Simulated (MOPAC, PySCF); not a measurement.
C₂H₆BI, SMILES `CB(C)I`, neutral singlet in the gas phase. 

Cartesian coordinates (Å):
```xyz
10

C      1.3730    -0.0623    -0.2392
B     -0.0720     0.4784    -0.0541
C     -1.2996    -0.4086     0.2943
I     -0.3961     2.5945    -0.2963
H      1.3828    -1.1086    -0.5581
H      2.0046     0.5338    -0.8975
H      1.8439    -0.0396     0.7546
H     -2.0867     0.1008     0.8503
H     -1.7436    -0.7177    -0.6634
H     -1.0117    -1.3284     0.8114
```
Charge 0, spin multiplicity 1.

All levels are single points at this geometry (PBE0-D3(BJ)/def2-TZVP); Pople sets use spherical d functions. Orbital energies aren't observables, and empty levels follow the basis.

B3LYP/6-31G* (LANL2DZ on I) in PySCF gives dipole (D) = 2.17.

Q: Estimate the dipole (D) from each of these levels: TPSSh-D3(BJ)/def2-TZVP in PySCF; B3LYP/LANL2DZ in PySCF; M06-2X/6-31G* (LANL2DZ on I) in PySCF; HF/6-31G* (LANL2DZ on I) in PySCF; AM1 in MOPAC.

A: 
```tsv
level	dipole (D)
TPSSh-D3(BJ)/def2-TZVP in PySCF	1.90
B3LYP/LANL2DZ in PySCF	2.22
M06-2X/6-31G* (LANL2DZ on I) in PySCF	2.21
HF/6-31G* (LANL2DZ on I) in PySCF	2.47
AM1 in MOPAC	2.75
```
